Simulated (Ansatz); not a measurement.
Cu3H2⁺, relaxed as a singlet with RKS B3LYP-D4/def2-TZVP in Ansatz, starting from the GFN1-xTB geometry. Force threshold 0.02 eV/Å.

The structure comes from a short search, and lower isomers may exist.

Start:

Cartesian coordinates in Å:
```
Cu 0.1762 0.7799 -0.4682
Cu 0.8316 -1.4587 -0.0808
Cu -1.2211 -0.2758 1.1211
H 1.2801 -0.1996 -0.9732
H -1.0667 1.1543 0.4012
```

```csv
step,energy (eV),largest force component (eV/Å),SCF passes
1,-133953.2996,0.596,21
2,-133953.3951,0.347,25
3,-133953.5309,0.242,24
4,-133953.6329,0.239,24
5,-133953.7061,0.202,24
6,-133953.7453,0.245,23
7,-133953.7567,0.346,23
8,-133953.7701,0.013,24
9,-133953.7702,0.009,24
10,-133953.7703,0.002,25
11,-133953.7703,0.004,25
12,-133953.7704,0.048,23
13,-133953.7709,0.043,25
14 (rejected),-133953.7689,0.224,24
15,-133953.7730,0.024,23
16,-133953.7761,0.092,24
17,-133953.7780,0.140,24
18,-133953.7917,0.014,29
```

Force components are those of the run's own axes.

End:

```xyz
5

Cu    0.053    0.235   -0.142
Cu    1.937   -1.426   -0.524
Cu   -2.153    0.468    1.099
H     0.959   -0.468   -1.271
H    -0.796    1.191    0.837
```

Bonds lost: Cu2–Cu3 (atoms count from 1).

The force fell under the threshold at step 8, but the optimiser went on and released 0.022 eV more. No frequencies were taken in this run, so the end may be a saddle point.

It took 48 s on 4 threads of Arm Neoverse V2 on a shared host.
